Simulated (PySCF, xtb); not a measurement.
SiFClBr2, SMILES F[Si](Br)(Br)Cl.

Harmonic wavenumbers (cm⁻¹) from GFN2-xTB (xtb 6.7.1) at its own minimum, in rising order: 93, 108, 158, 185, 190, 346, 512, 579, 856.

Problem. What does PBE-D3(BJ)/def2-SVP run with PySCF give at its own minimum? (Estimate from the structure and the level; the computed values follow.)

Solution. 106, 126, 182, 213, 229, 346, 518, 596, 899. Paired by order, the mean absolute difference is 21 cm⁻¹ and the zero-point energies are 4.3 and 4.6 kcal/mol.
